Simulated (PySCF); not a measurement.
C₃H₉F₂NSi (SMILES CN(C)[Si](C)(F)F), singlet, at a GFN2-xTB geometry, atoms displaced at random by about 0.08 Å a coordinate. Base run: TPSS/STO-3G, gradient in PySCF.

Input for PySCF:
```python
from pyscf import gto, scf, dft

mol = gto.M(
    atom='''
C    -1.30196539   -0.53618778    1.83404140
N    -0.89142079   -0.30535678    0.31717437
C    -1.72048321   -1.42804950   -0.48760724
Si    0.43518462    0.39795366   -0.16192085
C     2.19467886   -0.54664500   -0.03383852
F     0.20328104    0.86138952   -1.79765293
F     0.51800322    1.69571626    0.59492221
H    -2.31535331   -0.35084945    1.80183514
H    -0.95887163   -1.48308063    2.17042220
H    -0.76061284    0.16468887    2.28343331
H    -1.41666638   -2.39497347   -0.15326372
H    -1.16012768   -1.26183550   -1.51352571
H    -2.78774918   -1.54560607   -0.19715465
H     2.43247219   -0.76888499    0.99441539
H     2.89350644    0.15157080   -0.61104822
H     2.28792102   -1.48500071   -0.60700166
''',
    basis='sto-3g',
    verbose=3,
)

mf = dft.RKS(mol)
mf.xc = 'tpss'
mf.kernel()
g = mf.nuc_grad_method()
grad = g.kernel()
```

The coordinate followed is z of atom 9.

Variants of this job, named by their change:

```tsv
change	dE/dx (Eh/bohr)	net force (Eh/bohr)
base	-0.012875	0.000390
grids.level = 1; grid_response = on	-0.012919	0.000000
density fitting = on; auxbasis_response = off	-0.012895	0.005036
grids.level = 1; grid_response = off	-0.012890	0.003135
finite difference step (bohr) = 0.05; conv_tol = 1e-11	-0.012862	-
grids.level = 0; grid_response = off	-0.013464	0.032919
grids.level = 5; grid_response = on	-0.012877	0.000000
finite difference step (bohr) = 1e-3; conv_tol = 1e-11	-0.012911	-
finite difference step (bohr) = 1e-5; conv_tol = 1e-11	-0.012911	-
grids.level = 0; grid_response = on	-0.013060	0.000000
grid_response = on	-0.012911	0.000000
finite difference step (bohr) = 1e-4; conv_tol = 1e-11	-0.012911	-
```

The net force is zero for an exact gradient.
